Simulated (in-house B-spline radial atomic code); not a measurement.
Radial electron density of Ar⁺, [Ne] 3s2 3p5. Method: scalar-relativistic (X2C) r2SCAN0, spin-polarised, spherical fractional occupations, Fermi nucleus of rms radius 3.4274 fm. Calculated with an all-electron radial atomic-structure program (B-spline basis).

Caution: exact exchange at fractional occupations of open shells leaves self-interaction of up to several eV.

Columns: r (bohr), 4πr²n(r) (electrons per bohr), bar.

```
 0.00329   0.5332 #
 0.00395   0.7411 ##
 0.00473    1.021 ##
 0.00567    1.402 ###
 0.00679     1.91 ####
 0.00814    2.588 #####
 0.00975    3.469 #######
  0.0117    4.615 ##########
   0.014    6.032 #############
  0.0168    7.792 ################
  0.0201    9.838 #####################
  0.0241    12.18 #########################
  0.0289    14.66 ###############################
  0.0346    17.07 ####################################
  0.0415    19.16 ########################################
  0.0497    20.55 ###########################################
  0.0596    20.96 ############################################
  0.0714    20.25 ##########################################
  0.0856    18.59 #######################################
   0.103    16.48 ##################################
   0.123     14.9 ###############################
   0.147    14.54 ##############################
   0.177    15.82 #################################
   0.212    18.23 ######################################
   0.254    20.49 ###########################################
   0.304    21.08 ############################################
   0.364    19.12 ########################################
   0.437    14.85 ###############################
   0.523    9.933 #####################
   0.627    6.091 #############
   0.751    4.434 #########
   0.901    4.613 ##########
    1.08    5.335 ###########
    1.29    5.416 ###########
    1.55    4.509 #########
    1.86     3.04 ######
    2.23    1.652 ###
    2.67    0.716 #
     3.2   0.2383 
    3.83  0.05978 
    4.59  0.01061 
     5.5 0.001273
```

On this grid the curve has 3 maxima, near 0.0596, 0.304, 1.29 bohr.

The 3s up radial function P(r) = rR(r), positive near the nucleus:

```json
{"r (bohr)": "0.00111", "P": "0.01715"}
{"r (bohr)": "0.0016", "P": "0.02416"}
{"r (bohr)": "0.00229", "P": "0.03368"}
{"r (bohr)": "0.00329", "P": "0.0469"}
{"r (bohr)": "0.00473", "P": "0.06486"}
{"r (bohr)": "0.00679", "P": "0.08862"}
{"r (bohr)": "0.00975", "P": "0.1192"}
{"r (bohr)": "0.014", "P": "0.1564"}
{"r (bohr)": "0.0201", "P": "0.1977"}
{"r (bohr)": "0.0289", "P": "0.2361"}
{"r (bohr)": "0.0415", "P": "0.2559"}
{"r (bohr)": "0.0596", "P": "0.2327"}
{"r (bohr)": "0.0856", "P": "0.1368"}
{"r (bohr)": "0.123", "P": "-0.04815"}
{"r (bohr)": "0.177", "P": "-0.2877"}
{"r (bohr)": "0.254", "P": "-0.4567"}
{"r (bohr)": "0.364", "P": "-0.3817"}
{"r (bohr)": "0.523", "P": "0.02505"}
{"r (bohr)": "0.751", "P": "0.594"}
{"r (bohr)": "1.08", "P": "0.9371"}
{"r (bohr)": "1.55", "P": "0.8038"}
{"r (bohr)": "2.23", "P": "0.4076"}
{"r (bohr)": "3.2", "P": "0.1145"}
{"r (bohr)": "4.59", "P": "0.01442"}
```
